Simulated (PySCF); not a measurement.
# Atomic charges against the basis set

C5H12O2S.
Cartesian coordinates in Å at the PBE0-D3(BJ)/def2-SVP level; atoms count from 1:
```xyz
20
C5H12O2S angstrom
C     -1.2748   -0.9073    0.9370
C     -0.2319   -0.1467    0.1198
C     -0.4339    1.3576    0.2302
C     -0.1926   -0.6377   -1.3203
S      1.3530   -0.5959    0.9401
C      2.6557    0.2586    0.0638
O      1.3221   -0.0474    2.2976
O      1.5648   -2.0303    0.7331
H     -1.0846   -1.9892    0.9032
H     -1.2603   -0.5834    1.9872
H     -2.2740   -0.7103    0.5197
H      0.2812    1.9183   -0.3907
H     -1.4454    1.6153   -0.1205
H     -0.3328    1.6872    1.2739
H      0.0766   -1.7026   -1.3592
H      0.5226   -0.0678   -1.9328
H     -1.1876   -0.5124   -1.7749
H      3.5675   -0.0397    0.5983
H      2.5137    1.3431    0.1389
H      2.6999   -0.0828   -0.9771
```

PBE0 throughout (PySCF), one geometry, spherical d and f functions. Isolated species at its PBE0-D3(BJ)/def2-SVP geometry, gas phase. Atoms taken as equivalent share a column and are averaged.

Mulliken charges (e):

```json
{"basis": "STO-3G", "functions": "56", "C1/C3/C4": "-0.245", "C2": "-0.074", "S5": "+1.052", "C6": "-0.359", "O7/O8": "-0.478", "H9 (×9)": "+0.086", "H18/H19/H20": "+0.100"}
{"basis": "pcSseg-0", "functions": "100", "C1/C3/C4": "-0.502", "C2": "-0.884", "S5": "+1.562", "C6": "-0.846", "O7/O8": "-0.757", "H9 (×9)": "+0.254", "H18/H19/H20": "+0.300"}
{"basis": "6-31G", "functions": "100", "C1/C3/C4": "-0.475", "C2": "-0.346", "S5": "+1.272", "C6": "-0.760", "O7/O8": "-0.626", "H9 (×9)": "+0.198", "H18/H19/H20": "+0.244"}
{"basis": "6-31G*", "functions": "140", "C1/C3/C4": "-0.539", "C2": "-0.197", "S5": "+1.209", "C6": "-0.750", "O7/O8": "-0.569", "H9 (×9)": "+0.199", "H18/H19/H20": "+0.236"}
{"basis": "cc-pVDZ", "functions": "176", "C1/C3/C4": "+0.005", "C2": "-0.529", "S5": "+0.825", "C6": "-0.172", "O7/O8": "-0.467", "H9 (×9)": "+0.057", "H18/H19/H20": "+0.094"}
{"basis": "def2-SVP", "functions": "176", "C1/C3/C4": "+0.015", "C2": "-0.517", "S5": "+0.711", "C6": "-0.096", "O7/O8": "-0.484", "H9 (×9)": "+0.060", "H18/H19/H20": "+0.095"}
{"basis": "pcSseg-1", "functions": "203", "C1/C3/C4": "-0.169", "C2": "-0.716", "S5": "+0.985", "C6": "-0.360", "O7/O8": "-0.553", "H9 (×9)": "+0.134", "H18/H19/H20": "+0.167"}
{"basis": "aug-cc-pVDZ", "functions": "296", "C1/C3/C4": "+1.201", "C2": "-2.873", "S5": "+1.972", "C6": "+0.218", "O7/O8": "-0.990", "H9 (×9)": "-0.092", "H18/H19/H20": "-0.037"}
{"basis": "6-311+G(2d,p)", "functions": "296", "C1/C3/C4": "-0.683", "C2": "+0.547", "S5": "+1.017", "C6": "-0.663", "O7/O8": "-0.517", "H9 (×9)": "+0.175", "H18/H19/H20": "+0.204"}
{"basis": "def2-TZVP", "functions": "326", "C1/C3/C4": "-0.415", "C2": "+0.044", "S5": "+0.770", "C6": "-0.411", "O7/O8": "-0.468", "H9 (×9)": "+0.143", "H18/H19/H20": "+0.162"}
```

IAO charges (e):

```tsv
basis	functions	C1/C3/C4	C2	S5	C6	O7/O8	H9 (×9)	H18/H19/H20
STO-3G	56	-0.397	-0.141	+1.411	-0.561	-0.599	+0.138	+0.148
pcSseg-0	100	-0.425	-0.136	+1.693	-0.627	-0.811	+0.155	+0.190
6-31G	100	-0.444	-0.091	+1.672	-0.620	-0.822	+0.160	+0.192
6-31G*	140	-0.423	-0.121	+1.935	-0.630	-0.893	+0.149	+0.177
cc-pVDZ	176	-0.423	-0.112	+1.918	-0.627	-0.883	+0.148	+0.175
def2-SVP	176	-0.412	-0.118	+1.928	-0.616	-0.891	+0.145	+0.172
pcSseg-1	203	-0.420	-0.123	+1.937	-0.624	-0.897	+0.148	+0.176
aug-cc-pVDZ	296	-0.434	-0.109	+1.932	-0.630	-0.902	+0.152	+0.180
6-311+G(2d,p)	296	-0.434	-0.120	+1.979	-0.643	-0.915	+0.153	+0.181
def2-TZVP	326	-0.434	-0.126	+2.009	-0.650	-0.922	+0.152	+0.180
```

Hirshfeld charges (e):

```
        basis  functions  C1/C3/C4      C2      S5      C6   O7/O8  H9 (×9)  H18/H19/H20
       STO-3G         56    -0.050  -0.007  +0.736  -0.088  -0.372   +0.019       +0.028
     pcSseg-0        100    -0.113  +0.035  +0.619  -0.113  -0.369   +0.040       +0.058
        6-31G        100    -0.106  +0.029  +0.595  -0.107  -0.391   +0.043       +0.065
       6-31G*        140    -0.102  +0.027  +0.481  -0.100  -0.333   +0.042       +0.064
      cc-pVDZ        176    -0.114  +0.021  +0.509  -0.116  -0.318   +0.042       +0.062
     def2-SVP        176    -0.119  +0.024  +0.536  -0.118  -0.327   +0.043       +0.062
     pcSseg-1        203    -0.119  +0.016  +0.517  -0.119  -0.321   +0.044       +0.063
  aug-cc-pVDZ        296    -0.126  +0.004  +0.508  -0.125  -0.318   +0.048       +0.066
6-311+G(2d,p)        296    -0.119  +0.001  +0.488  -0.118  -0.314   +0.047       +0.065
    def2-TZVP        326    -0.122  +0.009  +0.482  -0.120  -0.309   +0.046       +0.065
```

ESP-fitted charges (e):

```tsv
basis	functions	C1/C3/C4	C2	S5	C6	O7/O8	H9 (×9)	H18/H19/H20
STO-3G	56	-0.552	+0.415	+1.225	-0.595	-0.540	+0.136	+0.154
pcSseg-0	100	-0.667	+0.438	+1.415	-0.781	-0.695	+0.181	+0.230
6-31G	100	-0.555	+0.373	+1.179	-0.703	-0.658	+0.160	+0.230
6-31G*	140	-0.585	+0.512	+0.812	-0.653	-0.491	+0.157	+0.218
cc-pVDZ	176	-0.498	+0.424	+0.925	-0.599	-0.517	+0.132	+0.195
def2-SVP	176	-0.493	+0.390	+1.041	-0.602	-0.557	+0.132	+0.192
pcSseg-1	203	-0.550	+0.456	+0.999	-0.646	-0.552	+0.147	+0.208
aug-cc-pVDZ	296	-0.606	+0.547	+0.895	-0.687	-0.523	+0.159	+0.225
6-311+G(2d,p)	296	-0.633	+0.602	+0.831	-0.673	-0.507	+0.165	+0.224
def2-TZVP	326	-0.624	+0.578	+0.882	-0.678	-0.513	+0.161	+0.221
```

Some averages cover members that differ in this geometry, most widely: C1/C3/C4, Mulliken in aug-cc-pVDZ +1.129 to +1.343; H9 (×9), Mulliken in aug-cc-pVDZ -0.187 to -0.037; C1/C3/C4, Mulliken in 6-311+G(2d,p) -0.768 to -0.640; H9 (×9), Mulliken in 6-31G +0.168 to +0.224 e.

Q: Which scheme is steadiest as the basis changes?

A: Largest range over the bases for any column: Hirshfeld 0.26 e, IAO 0.60 e, ESP-fitted 0.60 e, Mulliken 3.42 e. Hirshfeld charges move least and Mulliken charges most, counted in e. Without the minimal STO-3G basis the ranges are Hirshfeld 0.14, IAO 0.34, ESP-fitted 0.60, Mulliken 3.42 e.

Q: How much do the charges still move between the two largest bases, 6-311+G(2d,p) and def2-TZVP?

A: At most, over all atoms: Mulliken 0.502 e, IAO 0.030 e, Hirshfeld 0.008 e, ESP-fitted 0.051 e.

Q: What do the same runs give for the total energy, the frontier levels and the dipole moment?

A: 
| basis | energy (Eh) | HOMO (eV) | LUMO (eV) | μ (D) |
| --- | --- | --- | --- | --- |
| STO-3G | -736.7523 | -2.82 | 5.12 | 3.27 |
| pcSseg-0 | -744.3898 | -7.79 | 1.27 | 5.16 |
| 6-31G | -745.4982 | -7.71 | 1.45 | 5.63 |
| 6-31G* | -745.7906 | -7.77 | 1.90 | 4.51 |
| cc-pVDZ | -745.8158 | -7.68 | 1.29 | 4.34 |
| def2-SVP | -745.4256 | -7.81 | 1.23 | 4.47 |
| pcSseg-1 | -745.7535 | -7.96 | 0.92 | 4.61 |
| aug-cc-pVDZ | -745.8551 | -7.92 | -0.32 | 4.62 |
| 6-311+G(2d,p) | -745.9541 | -8.02 | -0.04 | 4.60 |
| def2-TZVP | -746.0032 | -8.01 | 0.70 | 4.46 |

The dipole is fixed by the density alone, so its range of 2.36 D shows that the density itself changes with the basis, not only its division among atoms.
